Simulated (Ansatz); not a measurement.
Geometry optimisation, UKS revPBE/def2-SVP in Ansatz 0.2.0.

Input file:

```yaml
crystal:
  periodic: [false, false, false]
  atoms:
    - { symbol: S, position_ang: [-1.03214, -1.2287, 0.20709] }
    - { symbol: O, position_ang: [-0.13919, -0.05069, 0.88704] }
    - { symbol: Se, position_ang: [1.61842, 0.40301, 0.33603] }
    - { symbol: H, position_ang: [-1.59239, -0.50063, -0.78656] }
    - { symbol: H, position_ang: [1.1453, 1.37701, -0.6436] }
magnetization:
  spin_polarized: true
basis:
  gaussian: { orbitals: def2-SVP }
hamiltonian:
  xc: revpbe
relax:
  f_tol: 0.02
  max_steps: 50
```

Command:

```bash
$ ansatz run input.yaml --threads 2 --pin off --max-ram 3072MiB --backend cpu --events-out ev --progress --plain --runs-dir out
```

Q: Where does it end, and by what steps?

A: The run converged. After 5 steps the energy has fallen by 0.092 eV; O2 moved furthest, 0.08 Å.

```csv
step,energy less start (eV),largest force component (eV/Å),accepted
0,0.0000,1.283,yes
1,-0.0665,0.849,yes
2,-0.0882,0.178,yes
3,-0.0907,0.128,yes
4,-0.0919,0.036,yes
5,-0.0920,0.006,yes
```

```xyz
5
Properties=species:S:1:pos:R:3
S -1.019 -1.255 0.182
O -0.137 -0.030 0.962
Se 1.606 0.384 0.335
H -1.604 -0.493 -0.804
H 1.155 1.393 -0.674
```

Run time: 11 s on 2 threads of Arm Neoverse V1, on a shared host, peak memory 0.16 GiB.
